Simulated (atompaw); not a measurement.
## Reading a pseudo-wave (Nb)

Columns: radius, all-electron u(r) and pseudo u(r) of the 5s shell (level -4.41 eV) of niobium in the configuration [Kr] 4d4 5s0.5 5p0.5; PBE, scalar-relativistic, PAW (atompaw) scheme, atompaw 4.2.0.5.

```tsv
r (bohr)	all-electron	pseudo
0.115	-0.1047	0.0218
0.231	0.0870	0.0439
0.346	0.1625	0.0661
0.462	0.0678	0.0888
0.577	-0.0751	0.1118
0.692	-0.1911	0.1353
0.808	-0.2549	0.1596
0.923	-0.2660	0.1844
1.038	-0.2356	0.2099
1.154	-0.1759	0.2364
1.269	-0.0995	0.2633
1.385	-0.0147	0.2910
1.500	0.0704	0.3190
1.615	0.1522	0.3472
1.731	0.2287	0.3758
1.846	0.2969	0.4039
1.962	0.3574	0.4316
2.077	0.4090	0.4581
2.192	0.4526	0.4831
2.308	0.4890	0.5063
2.423	0.5180	0.5270
2.538	0.5407	0.5447
2.654	0.5579	0.5592
2.769	0.5697	0.5700
2.885	0.5771	0.5772
3.000	0.5805	0.5805
```

How many radial nodes do the two functions have?

The all-electron 5s function has n − l − 1 = 4 (the table is too coarse to show those close to the nucleus); the pseudo-wave has 0, since the states of the same l below it are removed with the core.

Is the pseudo-wave norm-conserving?

No, it belongs to a PAW set: the norm inside the radius is not constrained, and the difference is carried by the augmentation charge.
